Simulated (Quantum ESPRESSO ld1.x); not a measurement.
The numbers below are computed, except where a source is named.
Q: Mean orbital radii <r> (bohr) of the niobium ion Nb26+, [Ne] 3s2 3p3, of relativity; Dirac values are averaged over j with weights 2j + 1. Spin-unpolarised spherical Kohn-Sham, revPBE, point nucleus, ld1.x of Quantum ESPRESSO 7.5. A level marked "c x" has the speed of light scaled by that factor and shares open shells by 2j + 1; other Dirac levels either fill j = l - 1/2 first or share by 2j + 1.

| shell | non-rel. |
|---|---|
| 1s | 0.03719 |
| 2s | 0.1608 |
| 2p | 0.1378 |
| 3s | 0.3972 |
| 3p | 0.3822 |

Give the values at the level "Dirac, c x 100".

A: 
shell  Dirac, c x 100  change of magnitude (%)
1s            0.03719                    0.00
2s             0.1608                    0.00
2p             0.1378                    0.00
3s             0.3972                    0.00
3p             0.3822                    0.00
